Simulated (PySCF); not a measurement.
**Substituent chemical shifts**

Parent skeleton `[F:1][C:2]([F:3])([F:4])[CH:5]([SiH3:6])[SiH3:7]`; one hydrogen on atom 5 is replaced by X. Hydrogens on one atom are averaged.

Equivalent nuclei averaged, gas phase, non-relativistic, a single conformation. GFN2-xTB geometry; shielding tensors at PBE0/pcSseg-1 (GIAO); PySCF 2.14.

References, each an isolated molecule treated in the same way: CFCl3 for ¹⁹F; ¹³C and ²⁹Si and ¹H against TMS.

Parent (X = H): F1/F3/F4 -67.9, C2 138.7, C5 14.1, Si6/Si7 -70.1, H(Si6)/H(Si7) 4.11 ppm. Effects are Δδ = δ(X) − δ(H), positive for deshielding.

Q: Give Δδ (ppm) for X = CHCl2, CH2NH2, OCH3, F, N=CH2, CH3, nPr, propynyl.

A: 
| X | SMILES | F1/F3/F4 | C2 | C5 | Si6/Si7 | H(Si6)/H(Si7) |
| --- | --- | --- | --- | --- | --- | --- |
| CHCl2 | FC(F)(F)C([SiH3])([SiH3])C(Cl)Cl | -4.2 | -1.6 | +24.8 | +1.8 | +0.09 |
| CH2NH2 | NCC([SiH3])([SiH3])C(F)(F)F | -4.3 | +3.1 | +17.4 | -4.1 | -0.02 |
| OCH3 | COC([SiH3])([SiH3])C(F)(F)F | -4.6 | -0.7 | +55.4 | +3.0 | +0.02 |
| F | FC(F)(F)C(F)([SiH3])[SiH3] | -13.5 | -2.3 | +77.0 | +3.3 | +0.09 |
| N=CH2 | C=NC([SiH3])([SiH3])C(F)(F)F | -8.5 | -2.7 | +45.2 | +11.3 | +0.05 |
| CH3 | CC([SiH3])([SiH3])C(F)(F)F | -10.2 | +1.3 | +5.6 | +10.6 | -0.07 |
| nPr | CCCC([SiH3])([SiH3])C(F)(F)F | -1.7 | +1.4 | +10.2 | +8.2 | -0.06 |
| propynyl | CC#CC([SiH3])([SiH3])C(F)(F)F | -3.1 | -0.2 | +4.2 | +9.5 | +0.10 |

Q: Which position responds most, and to which substituents?

A: C5: from +4.2 ppm with propynyl to +77.0 ppm with F.

Unscaled 19F shifts against computed CFCl3 carry errors that often reach 10 to 50 ppm.
